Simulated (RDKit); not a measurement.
Job for RDKit: MMFF94 on SiH4 (SMILES [SiH4]).

```python
from rdkit import Chem
from rdkit.Chem import AllChem, rdDetermineBonds

blocks = [
'''5

Si   -0.00000000   -0.00000000    0.00000000
H     0.86054855    0.86054855    0.86054855
H    -0.86054855   -0.86054855    0.86054855
H    -0.86054855    0.86054855   -0.86054855
H     0.86054855   -0.86054855   -0.86054855
''',
]
mol = None
for b in blocks:
    f = Chem.MolFromXYZBlock(b)
    rdDetermineBonds.DetermineBonds(f, charge=0)
    mol = f if mol is None else Chem.CombineMols(mol, f)
Chem.SanitizeMol(mol)
print(Chem.MolToSmiles(Chem.RemoveHs(mol)))
ff = AllChem.MMFFGetMoleculeForceField(mol, AllChem.MMFFGetMoleculeProperties(mol), nonBondedThresh=100.0, ignoreInterfragInteractions=False)
e = ff.CalcEnergy()
print(f'MMFF94 energy {e:.6f} kcal/mol')
```

Program output:

```
[SiH4]
MMFF94 energy 0.039638 kcal/mol
```

The run finished.

Cost: around 0.04 core-seconds (rough).
